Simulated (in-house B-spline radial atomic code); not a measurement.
## The xenon ion Xe²⁺: [Kr] 4d10 5s2 5p4

Method: non-relativistic Hartree-Fock with fractional occupations, spin-polarised, spherical fractional occupations, point nucleus. Calculated with a B-spline radial code for spherical atoms.

Z_r = [3n² - l(l+1)]/(2<r>); Z_e = n√(-2ε); the last column is Slater's effective charge. Values are occupation-weighted means over spin.

```
shell  electrons   ε (eV)  <r> (bohr)    Z_r    Z_e  Slater
   1s          2   -33339     0.02814  53.30  49.50   53.70
   2s          2  -5173.9      0.1209  49.64  39.00   49.85
   2p          6  -4859.4      0.1031  48.51  37.80   49.85
   3s          2  -1114.8      0.3187  42.36  27.16   42.75
   3p          6  -979.97      0.3094  40.40  25.46   42.75
   3d         10   -732.3      0.2803  37.46  22.01   32.85
   4s          2  -235.16      0.7449  32.22  16.63   26.25
   4p          6  -184.79      0.7769  29.61  14.74   26.25
   4d         10  -96.882      0.8679  24.20  10.67   14.85
   5s          2  -43.849       1.884  19.91   8.98    8.95
   5p          4  -29.969       2.142  17.04   7.42    8.95
```

The least bound orbital is 5p down at -22.86 eV, and it is also the most diffuse (<r> = 2.233 bohr).

The density falls to 0.001 bohr⁻³ at 3.94 bohr; Σ<r²> = 44.683 bohr² gives, by the non-relativistic formula and without the paramagnetism of open shells, a Langevin diamagnetic susceptibility of -35.39×10⁻⁶ cm³/mol.

Caution: exact exchange at fractional occupations of open shells leaves self-interaction of up to several eV.
